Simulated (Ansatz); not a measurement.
`OC[NH][AlH2]` and `OCNBF` differ in one atom or group.

Ansatz, PBE0-D4/def2-TZVP geometries, multiplicity 1. Each molecule was computed in one conformer, which needn't be the lowest.

| property | `OC[NH][AlH2]` |
| --- | --- |
| LUMO energy (B3LYP/def2-TZVPP) / eV | -1.16 |
| HOMO energy (B3LYP/def2-TZVPP) / eV | -7.18 |
| HOMO–LUMO gap (B3LYP/def2-TZVPP) / eV | 6.02 |
| size of the dipole moment (PBE/def2-TZVPP) / D | 0.66 |
| HOMO–LUMO gap (ωB97M-V/def2-TZVPP) / eV | 10.39 |
| HOMO–LUMO gap (PBE/def2-TZVPP) / eV | 4.35 |

Give the same properties after the change, and the shifts. (Estimate.)

Ansatz gave: 
| property | `OCNBF` | shift |
| --- | --- | --- |
| LUMO energy (B3LYP/def2-TZVPP) / eV | 0.28 | 1.44 |
| HOMO energy (B3LYP/def2-TZVPP) / eV | -7.83 | -0.65 |
| HOMO–LUMO gap (B3LYP/def2-TZVPP) / eV | 8.11 | 2.09 |
| size of the dipole moment (PBE/def2-TZVPP) / D | 3.11 | 2.45 |
| HOMO–LUMO gap (ωB97M-V/def2-TZVPP) / eV | 12.61 | 2.22 |
| HOMO–LUMO gap (PBE/def2-TZVPP) / eV | 6.13 | 1.78 |

With PBE0 the HOMO falls by 0.66 eV and the LUMO rises by 1.55 eV, so the gap widens by about 2.21 eV. PBE moves the HOMO by -0.44 eV and ωB97M-V by -0.71 eV. Dipoles are sizes alone; their direction can turn.

B3LYP here is the variant with VWN-RPA as its local correlation; programs differ in this.
